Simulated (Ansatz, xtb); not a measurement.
Ligand exchange: KCl + CH8OSi2 → KOH + CH7ClSi2

Gas-phase species: KCl, singlet; CH8OSi2 `C[SiH2][SiH2]O`, singlet; KOH `[OH][K]`, singlet; CH7ClSi2 `C[SiH2][SiH2]Cl`, singlet. The partners trade Cl for OH: K–Cl and Si–OH bonds give way to K–OH and Si–Cl.

Shapes, held fixed at every level: PBE0-D4/def2-TZVP. Flexible molecules stand in one conformer, not always the lowest. Programs: Ansatz 0.2.0, xtb 6.7.1. Electronic energies: no zero-point or thermal term.

```
               level                   kind  ΔE (kJ/mol)  less CCSD(T)/def2-TZVPP
            GFN0-xTB         semi-empirical        -54.1                   -195.9
       HF/def2-TZVPP           Hartree–Fock       +176.5                    +34.7
   PBE-D4/def2-TZVPP                    GGA       +124.2                    -17.6
r2SCAN-D4/def2-TZVPP               meta-GGA       +138.5                     -3.3
 B3LYP-D4/def2-TZVPP          global hybrid       +136.6                     -5.2
   B2PLYP/def2-TZVPP          double hybrid       +138.7                     -3.1
      MP2/def2-TZVPP    perturbation theory       +135.5                     -6.3
  CCSD(T)/def2-TZVPP  coupled cluster or CI       +141.8                      0.0
```

The highest level, CCSD(T)/def2-TZVPP, gives ΔE = +141.8 kJ/mol; the levels span -54.1 to +176.5. They disagree on the sign: 7 of 8 are positive. GFN0-xTB strays far from the other rows. The column of differences is taken from that level and isn't an error. No measured value is set beside it here. Outer-core shells of K are correlated, in sets that cover them unevenly. Sets without diffuse functions underbind ionic bonds of s-block metals. CCSD(T)/def2-TZVPP lies outside the range of the other correlated levels here, so it shouldn't be taken on trust.
